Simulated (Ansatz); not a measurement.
Total energies of GeFH3 (GeH3F) from Ansatz at PBE0-D4/def2-TZVPD, gas phase (1 Eh = 27.2114 eV = 2625.5 kJ/mol). The reference geometry is relaxed at PBE-D4/def2-TZVP.

```csv
atom,x (Å),y (Å),z (Å)
Ge1,-0.047,0.014,-0.082
F2,0.828,-0.238,1.431
H3,0.522,-1.014,-1.084
H4,0.235,1.472,-0.503
H5,-1.538,-0.234,0.238
```

```tsv
state	geometry	energy (Eh)
charge 0 singlet	reference	-2178.35685
charge -1 doublet	reference	-2178.31560
free Ge atom (triplet)	–	-2076.65536
free F atom (doublet)	–	-99.67703
free H atom (doublet)	–	-0.50104
```

Work out the vertical electron affinity, to the doublet.

E(charge 0 singlet) − E(charge -1 doublet) = -2178.35685 − (-2178.31560) = -0.04125 Eh = -1.12 eV; negative, so the extra electron isn't bound.

What is the binding energy per atom against free atoms?

Atoms: 1 × (-2076.65536) + 1 × (-99.67703) + 3 × (-0.50104) = -2177.83551 Eh. Binding: -2177.83551 − (-2178.35685) = 0.52134 Eh = 14.19 eV, or 2.84 eV for each of 5 atoms (no zero-point energy, no counterpoise term).

At PBE0-D4/def2-TZVPD the highest occupied level of the charge -1 doublet lies above zero (up to 2.78 eV). By energy differences it is unbound by 1.12 eV (vertical, against the charge 0 singlet, at PBE0-D4/def2-TZVPD) and held by the finite basis.
